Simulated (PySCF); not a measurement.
A geometry optimisation on `C=C[N+](C)(C)C1CC1`.

Method: PBE0-D3(BJ)/def2-SVP geometry optimisation, gas phase (PySCF 2.14.0). Start geometry: GFN2-xTB. The command runs a driver script over a list of jobs; the input below is this job's line of settings and its coordinates in Å.

Command:
```bash
OMP_NUM_THREADS=1 python probes_run.py task.json out
```

Input:
```
{"job": {"xc": "PBE0", "basis": "def2-SVP", "d3": "d3bj", "grid": 1, "shake": 0.01, "kind": "geom"}, "charge": 1, "multiplicity": 1}
C     -2.249390     1.467550    -0.083580
C     -1.216040     0.896810    -0.594920
N     -0.395450    -0.109760     0.062810
C     -0.443660    -1.346950    -0.723800
C     -0.796030    -0.399960     1.446790
C      0.989380     0.472110     0.119800
C      2.018400     0.286260    -0.961860
C      2.225650    -0.362810     0.366010
H     -2.798540     2.227040    -0.659710
H     -2.675240     1.304160     0.901910
H     -0.850180     1.124650    -1.573480
H     -0.205990    -1.166360    -1.752340
H     -1.533970    -1.694820    -0.700120
H      0.156140    -2.116520    -0.304200
H     -1.807350    -0.809590     1.473950
H     -0.113310    -1.107890     1.902170
H     -0.755510     0.526060     2.053850
H      0.942950     1.443650     0.608570
H      2.609000     1.138260    -1.216210
H      1.766910    -0.333980    -1.804530
H      2.104780    -1.440490     0.417760
H      2.962350     0.006950     1.034620
```

Output:
```
step   0  E = -328.98894664  max force = 0.058947
step   1  E = -328.99806252  max force = 0.006917
step   2  E = -328.99829454  max force = 0.002319
step   3  E = -328.99802886  max force = 0.006372
step   4  E = -328.99833930  max force = 0.002133
step   5  E = -328.99839507  max force = 0.000758
step   6  E = -328.99840369  max force = 0.000552
step   7  E = -328.99841725  max force = 0.000508
step   8  E = -328.99842239  max force = 0.000324
optimisation converged
```

Energies in Eh; «max force» is the largest Cartesian gradient component in Eh/bohr.

Problem. At which steps does the energy rise by more than 1e-5 Eh?

Solution. At step 3 (+0.27 mEh).

In short: final energy -328.99842 Eh after 8 steps.

Problem. Give the final coordinates.

Solution. 0.062 Å rms from the input after alignment:
```
atom  x, y, z in Å
C1    -2.2649    1.5058    0.0564
C2    -1.2351    0.9003   -0.5156
N3    -0.3666   -0.1045    0.1298
C4    -0.5210   -1.3831   -0.6295
C5    -0.7112   -0.3529    1.5580
C6     1.0250    0.4541    0.0903
C7     1.9255    0.3247   -1.0893
C8     2.2429   -0.3992    0.1896
H9    -2.8269    2.2343   -0.5314
H10   -2.5971    1.3306    1.0807
H11   -0.9165    1.0968   -1.5416
H12   -0.2875   -1.2135   -1.6858
H13   -1.5649   -1.7037   -0.5364
H14    0.1450   -2.1432   -0.2060
H15   -1.7322   -0.7462    1.6253
H16    0.0014   -1.0858    1.9525
H17   -0.6226    0.5847    2.1182
H18    1.0229    1.4070    0.6252
H19    2.4989    1.2125   -1.3665
H20    1.6241   -0.2898   -1.9409
H21    2.1488   -1.4879    0.1766
H22    3.0462   -0.0343    0.8344
```

The run took 2.6 min wall on one thread of an Arm Neoverse V1, on a shared host, and the process peaked at 0.74 GiB of memory.
Labels such as C1 count atoms from 1, the log's own numbers from 0.
